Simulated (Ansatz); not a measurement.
```yaml
crystal:
  periodic: [false, false, false]
  atoms:
    - {symbol: O, position_ang: [-0.607358, -1.436835, 0.724266]}
    - {symbol: W, position_ang: [0.230981, 0.087279, -0.130744]}
    - {symbol: F, position_ang: [0.979327, 0.763722, 1.549792]}
    - {symbol: F, position_ang: [-0.358017, -0.258398, -1.971540]}
    - {symbol: Cl, position_ang: [0.866737, 2.241442, -0.993378]}
    - {symbol: Cl, position_ang: [-1.689487, 1.067907, 0.337958]}
    - {symbol: Cl, position_ang: [2.062496, -0.979982, -0.623887]}
    - {symbol: H, position_ang: [-1.421547, -1.491731, 1.001693]}
basis:
  gaussian: {orbitals: def2-SVP, fitting: {mean_field: cc-pVTZ-jkfit}, nuclear_model: gaussian}
magnetization: {spin_polarized: true, initial_magnetization: 8}
hamiltonian: {xc: {name: B3LYP}, dispersion: d4}
accuracy: high
```

```sh
$ ansatz run in.yaml --threads 4 --pin off --events-out ev --progress --plain --max-ram 11315MiB
```

It prints (some lines left out):

```
Functional definition: B3LYP
Error: <dir> the basis set cc-pVTZ-JKFIT has no functions for W
```
